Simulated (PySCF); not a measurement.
Sb2H4.
Structure used (PBE0-D3(BJ)/def2-SVP), in Å, numbered top down from 1:
```
atom  x, y, z in Å
Sb1    0.3560   -0.7675    1.1414
Sb2   -0.3463    0.7717   -1.1412
H3     1.8633   -1.1747    0.4207
H4    -0.3667   -2.1622    0.4429
H5     0.3561    2.1730   -0.4352
H6    -1.8624    1.1596   -0.4286
```

Theory: TDDFT B3LYP/def2-SVPD, vertical, gas phase, core orbitals frozen in the response, def2 core potentials past Kr (PySCF 2.14.0, density-fitted response routines). Spin–orbit coupling is left out.

Kohn–Sham orbitals with the atoms that hold most of them (Löwdin shares over 4%, at most four atoms; ? is withheld):

```
orbital  ε (eV)                             atoms
 LUMO+2   -0.52    Sb1 38%, Sb2 38%, H4 7%, H5 7%
 LUMO+1   -0.54    Sb2 35%, Sb1 35%, H6 9%, H3 8%
   LUMO       ?                  Sb1 44%, Sb2 44%
   HOMO   -6.50                                 ?
 HOMO-1   -8.04                                 ?
 HOMO-2   -8.23    Sb1 38%, Sb2 38%, H4 6%, H6 6%
 HOMO-3   -9.00  Sb2 23%, Sb1 23%, H5 14%, H3 13%
```

Question: Which atoms hold the HOMO, and with what shares?

Answer: Sb2 (bonded to Sb and 2 H) 43%; Sb1 (bonded to Sb and 2 H) 43%.

Question: Give the leading atoms of the HOMO-1.

Answer: Sb2 (bonded to Sb and 2 H) 33%; Sb1 (bonded to Sb and 2 H) 33%; H3 (bonded to Sb) 9%; H6 (bonded to Sb) 9%. By element: antimony 65%, hydrogen 18% or more.

Question: What is the LUMO energy, and the HOMO–LUMO gap?

Answer: ε(LUMO) = -1.47 eV; the gap is 5.04 eV (0.1851 hartree).

Question: The HOMO–LUMO gap is 5.04 eV. Where does the response calculation put the lowest singlet, and from which orbitals?

Answer: S1 is at 4.80 eV (f = 0.346), 0.23 eV below the gap, made of HOMO→LUMO (83%), HOMO-1→LUMO (14%). 

Question: One configuration dominates each of S1 and S5. Which, and how do the shares of the two leading atoms of either orbital change from the occupied to the empty one?

Answer: 
- S1 (4.80 eV, f 0.346), HOMO→LUMO (83%): Sb2 43% → 44%, Sb1 43% → 44%
- S5 (5.93 eV, f 0.0000), HOMO-2→LUMO (98%): Sb1 38% → 44%, Sb2 38% → 44%

Löwdin shares depend on the basis, the more so with diffuse functions.

One conformer stands for the species.
